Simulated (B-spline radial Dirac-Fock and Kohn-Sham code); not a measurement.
## X-ray scattering factor of Bi⁵⁷⁺

System: bismuth as Bi⁵⁷⁺ in the configuration 1s2 2s2 2p6 3s2 3p6 3d8.

Method: relativistic Hartree-Fock (Dirac-Fock) wave functions, averaged over the configuration. Computed with a radial B-spline solver. f₀ is the Fourier transform of the spherical electron density, S the Waller-Hartree incoherent function, and s = sin θ/λ.

| s (Å⁻¹) | f₀ | S |
| --- | --- | --- |
| 0 | 26.000 | 0.000 |
| 0.08 | 25.976 | 0.021 |
| 0.1 | 25.963 | 0.032 |
| 0.12 | 25.947 | 0.046 |
| 0.14 | 25.928 | 0.063 |
| 0.17 | 25.893 | 0.092 |
| 0.21 | 25.838 | 0.141 |
| 0.25 | 25.770 | 0.199 |
| 0.31 | 25.648 | 0.304 |
| 0.37 | 25.500 | 0.431 |
| 0.44 | 25.297 | 0.606 |
| 0.54 | 24.951 | 0.902 |
| 0.64 | 24.543 | 1.248 |
| 0.78 | 23.877 | 1.810 |
| 0.94 | 22.995 | 2.545 |
| 1.13 | 21.814 | 3.517 |
| 1.36 | 20.244 | 4.784 |
| 1.64 | 18.227 | 6.378 |
| 1.98 | 15.787 | 8.275 |
| 2.38 | 13.145 | 10.325 |
| 2.87 | 10.473 | 12.485 |
| 3.46 | 8.171 | 14.594 |
| 4.17 | 6.488 | 16.576 |

f₀ starts at the number of electrons, 26, and has fallen to half at s ≈ 2.41 Å⁻¹. The sum of ⟨r²⟩ over the electrons is 0.5019 bohr².
